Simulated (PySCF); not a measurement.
Computed shifts of a molecule C5H9N, HF/pcSseg-1 run with PySCF, GIAO, gas phase, equivalent atoms averaged, in ppm (number of nuclei): ¹³C: 209.9 (1), 110.3 (1), 108.5 (1), 25.6 (2). ¹⁵N: 42.5 (1). ¹H: 6.30 (1), 2.10 (6), 1.88 (1), 1.77 (1). References: ¹³C against TMS (σ = 192.6 ppm); ¹⁵N against NH3 (σ = 267.3 ppm); ¹H against TMS (σ = 31.99 ppm), references at their B3LYP-D3(BJ)/def2-TZVP geometries, non-relativistic. Geometry: ωB97X-D3(BJ)/def2-SVP. The values are those of a single conformer.

**Question.** Which structure fits?
A. C=C1CN[C@@H]1C
B. C=CC/N=C/C
C. CC(C)=C=CN
D. CC(C)(C)C#N

**Answer.** C, CC(C)=C=CN
